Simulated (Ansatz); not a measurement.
```yaml
crystal:
  periodic: [false, false, false]
  atoms:
    - {symbol: B, position_ang: [-0.457188, -1.549408, -0.700040]}
    - {symbol: N, position_ang: [0.228491, -0.470262, -0.145742]}
    - {symbol: C, position_ang: [1.473606, 0.011934, -0.753766]}
    - {symbol: C, position_ang: [1.228301, 1.063762, -1.818202]}
    - {symbol: Si, position_ang: [-0.282376, 0.386704, 1.298684]}
    - {symbol: C, position_ang: [-1.939327, -0.174798, 1.922041]}
    - {symbol: H, position_ang: [-1.485703, -1.921311, -0.212934]}
    - {symbol: H, position_ang: [-0.000654, -2.099640, -1.664903]}
    - {symbol: H, position_ang: [2.124283, 0.418967, 0.029849]}
    - {symbol: H, position_ang: [2.001048, -0.841949, -1.185769]}
    - {symbol: H, position_ang: [0.628191, 0.647863, -2.630590]}
    - {symbol: H, position_ang: [2.174023, 1.417699, -2.235897]}
    - {symbol: H, position_ang: [0.694810, 1.923593, -1.407050]}
    - {symbol: H, position_ang: [0.768785, 0.190133, 2.337379]}
    - {symbol: H, position_ang: [-0.309658, 1.844367, 0.987939]}
    - {symbol: H, position_ang: [-2.717856, -0.028567, 1.171028]}
    - {symbol: H, position_ang: [-2.202371, 0.410696, 2.807405]}
    - {symbol: H, position_ang: [-1.926405, -1.229796, 2.200568]}
basis:
  gaussian: {orbitals: def2-TZVPD, final_grid: {core_spheres: 1, valence_spheres: 1, degree: 1}}
hamiltonian: {xc: {name: wB97M-V}}
```

```sh
$ ansatz run in.yaml --threads 8 --pin off --events-out ev --progress --plain --max-ram 18278MiB
```

Output, abridged:

```
Functional definition: wB97M-V
1762 factors; their error is unknown
735 factors; integrals over basis functions are off by at most 3.0e-6 eV
mean field evaluation 1: about -13342.9041 eV, gradient 6.1e1 eV
mean field evaluation 2: about -13344.6147 eV, gradient 5.5e1 eV
mean field evaluation 4: about -13350.8801 eV, gradient 2.8e0 eV
mean field evaluation 8: about -13342.7137 eV, gradient 5.1e1 eV
mean field evaluation 16: about -13349.5092 eV, gradient 1.5e0 eV
a density is far from that of the atoms, so the factors are made again for it
3140 factors; integrals over basis functions are off by at most 4.2e-4 eV
772 factors; integrals over basis functions are off by at most 2.1e-6 eV
mean field -13367.25807377 eV, -491.2376735580 hartree, gradient 2.5e-5 eV, S^2 0.000000; 0 other end points of the search recorded, 0 dependent functions left out
reference -13367.25813635 eV, -491.2376758580 hartree; 28, 28 occupied and 308, 308 virtual orbitals, 3140 factors
Total energy: -13367.25813635 eV, -491.2376758580 hartree
```

Task: Something in this input is off. What?

Result: The integration grid is far too coarse. The run converged. The result belongs to that input, not to the molecule as meant.
